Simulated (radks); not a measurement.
Q: The mean radii <r> (bohr) of the occupied orbitals of an atom or ion are listed with their occupations. Method: Dirac Kohn-Sham, PBE, spin-unpolarised, spherical densities, point nucleus; computed with a radial shooting solver on a logarithmic mesh with Libxc functionals.

| orbital | occ. | <r> |
|---|---|---|
| 1s1/2 | 2 | 0.01958 |
| 2s1/2 | 2 | 0.07900 |

Name the element and its charge. Open shells, if any, are shared by 2j + 1.

A: Z = 70, ytterbium, charge +66: Yb66+ in [He] 2s2. The 1s radius gives Z: for a bare nucleus <r> = (2 gamma + 1)/(2Z) with gamma = sqrt(1 - (Z/c)^2), 0.01942 bohr for Z = 70, and screening makes it slightly larger (0.01958 here). The occupations add up to 4, and the charge is Z minus that.
